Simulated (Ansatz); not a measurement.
The cluster Hg4O5, relaxed as a singlet with RKS B3LYP-D4/def2-SVP in Ansatz, starting from the GFN1-xTB geometry. Force threshold 0.02 eV/Å.

In the def2 sets Hg takes a core potential; there is no spin–orbit coupling. The structure holds 2 bonds between oxygen atoms, so isomers without such links may lie far lower. The restricted singlet is unstable towards broken spin symmetry at other levels; at B3LYP-D4/def2-SVP this wasn't settled. At PBE0-D4/def2-TZVP a triplet of charge 0 lies 0.24 eV below the restricted singlet at the same geometry. That triplet is doubtful there (⟨S²⟩ 2.43, where a pure state has 2.00). The structure comes from a short search, and lower isomers may exist.

Start:

| atom | x (Å) | y (Å) | z (Å) |
| --- | --- | --- | --- |
| Hg1 | 2.424 | -2.732 | -1.082 |
| Hg2 | 0.688 | 1.716 | -0.306 |
| Hg3 | -0.992 | -1.452 | 2.209 |
| Hg4 | 0.918 | -1.114 | 0.395 |
| O5 | -0.290 | -0.174 | -1.175 |
| O6 | 1.948 | 0.539 | 0.661 |
| O7 | -1.232 | 2.157 | 0.122 |
| O8 | -1.648 | 0.187 | -1.011 |
| O9 | -1.816 | 0.873 | 0.186 |

| step | energy (eV) | largest force component (eV/Å) | SCF passes |
| --- | --- | --- | --- |
| 1 | -26929.2824 | 2.471 | 26 |
| 2 | -26930.4774 | 0.825 | 33 |
| 3 | -26930.7647 | 1.138 | 35 |
| 4 | -26930.9689 | 0.898 | 34 |
| 5 | -26931.0937 | 0.774 | 33 |
| 6 | -26931.2115 | 0.557 | 31 |
| 7 | -26931.3017 | 0.459 | 36 |
| 8 | -26931.3362 | 0.292 | 30 |
| 9 (rejected) | -26931.3224 | 0.293 | 30 |
| 10 | -26931.3516 | 0.172 | 29 |
| 11 | -26931.3561 | 0.071 | 29 |
| 12 | -26931.3576 | 0.056 | 30 |
| 13 | -26931.3577 | 0.077 | 30 |
| 14 | -26931.3593 | 0.028 | 31 |
| 15 | -26931.3595 | 0.021 | 31 |
| 16 | -26931.3597 | 0.012 | 31 |

Force components are those of the run's own axes.

End:

Cartesian coordinates in Å:
```
Hg 2.420 -3.611 -0.845
Hg 0.636 2.002 0.209
Hg -1.089 -1.881 1.674
Hg 1.449 -0.928 0.076
O -0.598 -0.117 -1.170
O 2.343 1.002 0.531
O -1.384 2.348 -0.198
O -1.744 -0.162 -0.629
O -2.035 1.348 0.352
```

Bonds lost: Hg2–O5, Hg4–O5, O8–O9 (atoms count from 1).

No frequencies were taken in this run, so the end may be a saddle point.

Run time 1.9 min (4 threads of Arm Neoverse V1 on a shared host), peak host memory 0.76 GiB.
